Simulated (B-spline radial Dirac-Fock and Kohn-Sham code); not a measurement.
Z = 47 (silver), transition energy 1250 keV. Method: a Dirac-Hartree-Slater potential of the neutral atom with a Latter tail (no hole, which puts coefficients of high multipoles low close above an edge), finite nucleus with surface currents. Computed with a radial finite-basis atomic code. Subshells that would emit electrons below 1 keV are left out, and so is internal pair formation.

Q: A pure transition shows α(K) = 0.00112, L1/L2 = 14.2 and L1/L3 = 32.4. What is its multipolarity?
A. M4
B. E2
C. E3
D. M1
E. M3
F. E1
G. E4
H. M2

A: C. For comparison, α(K), L1/L2, L1/L3 are E1 0.000267, 67.6, 38.2; E2 0.000581, 29.0, 37.6; E4 0.00206, 8.27, 25.8; M1 0.000663, 47.0, 102; M2 0.00149, 30.2, 116; M3 0.00285, 21.1, 70.0; M4 0.00522, 15.6, 36.6.
